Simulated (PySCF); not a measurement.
# Two-component Hartree-Fock for Al²⁺ (aluminium, charge +2)

Start: [Ne] 3s1; 3s1/2 filled at m_j = +1/2. Calculated with PySCF 2.14 in x2c-SVPall-2c (4s4p1d, 21 functions): generalised Hartree-Fock with the X2C-1e Hamiltonian and a Gaussian nucleus; one run each with spin-orbit coupling (SO) switched off, then screened by Boettger's factors.

```
spinor shell  electrons  ε, spin-free (eV)  ε, screened SO (eV)  weight of nominal j (screened SO)  rms radius, screened SO (bohr)
       1s1/2          2            -1615.4              -1615.4                              1.000                           0.139
       2s1/2          2            -154.42              -154.42                              1.000                           0.676
       2p1/2          2            -108.05              -108.40                              0.934                           0.671
       2p3/2          4            -108.05              -107.87                              0.967                           0.672
       3s1/2          1            -27.916              -27.916                              1.000                            2.43
```

```json
{"quantity": "E (hartree)", "spin-free": "-241.37166", "screened SO": "-241.37175"}
{"quantity": "M_J", "spin-free": "1/2", "screened SO": "1/2"}
{"quantity": "⟨J²⟩", "spin-free": "0.750", "screened SO": "0.750"}
{"quantity": "⟨L²⟩", "spin-free": "0.000", "screened SO": "0.000"}
{"quantity": "⟨S²⟩", "spin-free": "0.750", "screened SO": "0.750"}
```

Each row is a mean over spinors that exchange with the open shell spreads, by up to 0.705 eV (2s1/2).

Without spin-orbit coupling the j labels of p, d and f shells carry no meaning; the spin-free column gives the mean over the occupied spinors of each nl shell.
